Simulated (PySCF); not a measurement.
SbO₃⁻: from structure and modes to constants

All numbers come from PySCF, B3LYP, basis Sb def2-SVPD with ECP28, O def2-SVPD (scalar-relativistic core potentials, no spin–orbit coupling, density fitting).

The singlet minimum has D3h symmetry. Masses (u): Sb 120.90382, O 15.99492.

```xyz
4
charge -1 multiplicity 1, angstrom
Sb    0.0000    0.0000    0.0000
O     0.0024    0.0000    1.8735
O     1.6213    0.0000   -0.9388
O    -1.6237    0.0000   -0.9346
```

Harmonic wavenumbers (cm⁻¹): 186.7 (a2'', ×1), 231.9 (e', ×2), 727.6 (a1', ×1), 772.5 (e', ×2).

**Question.** Find the principal moments of inertia and the rotational constants. What kind of rotor is it?

**Answer.** About the centre of mass I = 84.209, 84.209, 168.42 u Å². With B = 16.8576/I this gives 0.2002, 0.2002, 0.1001 cm⁻¹. The molecule is an oblate symmetric top.

**Question.** Find the vibrational entropy and heat capacity at 298.15 K.

**Answer.** With u = 1.43878 ω/T, each mode gives S = R[u/(eᵘ−1) − ln(1−e⁻ᵘ)] and C = R u² eᵘ/(eᵘ−1)².
```csv
ω (cm⁻¹),u,S (J/(mol K)),C (J/(mol K))
186.7,0.901,9.46,7.77
231.9 (×2),1.119,7.80,7.50
727.6,3.511,1.15,3.25
772.5 (×2),3.728,0.97,2.92
```
The sums over all modes are S = 28.1 and C = 31.9 J/(mol K); the softest mode gives 34 % of the entropy (each member, where degenerate).

This need not be the most stable arrangement of these atoms. The lowest empty level of this anion is unbound, so it and the gap depend on the basis.
